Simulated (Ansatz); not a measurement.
Start from `[NH2][Cd][OH]` and change one element to get `[NH2][Cd][SH]`.

Ansatz, PBE0-D4/def2-TZVP geometries, multiplicity 1. Each molecule was computed in one conformer, which needn't be the lowest.

Elements past krypton have def2 core potentials. Outer-core shells of Cd are correlated without core-valence functions. Spin–orbit coupling is left out.

| property | `[NH2][Cd][OH]` |
| --- | --- |
| vertical ionisation energy (CCSD(T)/def2-TZVPP) / eV | 9.32 |
| HOMO energy (PBE/def2-TZVPP) / eV | -5.75 |
| LUMO energy (PBE/def2-TZVPP) / eV | -1.83 |
| HOMO–LUMO gap (PBE/def2-TZVPP) / eV | 3.92 |
| HOMO–LUMO gap (PBE0/def2-TZVPP) / eV | 6.08 |
| LUMO energy (ωB97M-V/def2-TZVPP) / eV | 0.59 |

(1) What does the change do to each property? (Estimate.)

## Answers

(1) Computed: 
```tsv
property	`[NH2][Cd][SH]`	shift
vertical ionisation energy (CCSD(T)/def2-TZVPP) / eV	9.15	-0.17
HOMO energy (PBE/def2-TZVPP) / eV	-5.75	0.00
LUMO energy (PBE/def2-TZVPP) / eV	-1.80	0.03
HOMO–LUMO gap (PBE/def2-TZVPP) / eV	3.95	0.03
HOMO–LUMO gap (PBE0/def2-TZVPP) / eV	6.05	-0.03
LUMO energy (ωB97M-V/def2-TZVPP) / eV	0.60	0.01
```
